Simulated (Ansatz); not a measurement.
CrNCl₃⁺. Total charge 1; doublet. Geometry PBE0-D4/def2-SVP, that of the neutral singlet; atoms count from 1.

```xyz
5

Cr    0.0064    0.0177    0.0418
N     0.2116    0.5867    1.3867
Cl   -0.8891    1.5515   -1.0933
Cl   -1.2552   -1.6484    0.3164
Cl    1.9263   -0.5075   -0.6517
```

**Question.** Estimate the Mulliken populations from the PBE0/def2-TZVP orbitals of Ansatz.

**Answer.** 
```json
{"atom": "Cr1", "charge (e)": "1.02", "spin (α − β)": "-0.25", "d electrons": "4.42"}
{"atom": "N2", "charge (e)": "-0.22", "spin (α − β)": "0.35", "d electrons": "–"}
{"atom": "Cl3", "charge (e)": "0.11", "spin (α − β)": "0.44", "d electrons": "–"}
{"atom": "Cl4", "charge (e)": "0.11", "spin (α − β)": "0.44", "d electrons": "–"}
{"atom": "Cl5", "charge (e)": "-0.01", "spin (α − β)": "0.02", "d electrons": "–"}
```
Mulliken values and Mayer orders depend strongly on the basis.

**Question.** Where does the spin sit?

**Answer.** Summed by element: Cr -0.25, N 0.35, Cl 0.90, of 1 unpaired in all. Largest on single atoms: Cl3 0.44, Cl4 0.44, N2 0.35.

**Question.** And the Mayer bond orders between bonded heavy atoms (over 0.3)?

**Answer.** Cr1–N2 2.50 (1.47 Å); Cr1–Cl3 1.06 (2.11 Å); Cr1–Cl4 1.06 (2.11 Å); Cr1–Cl5 1.28 (2.11 Å).
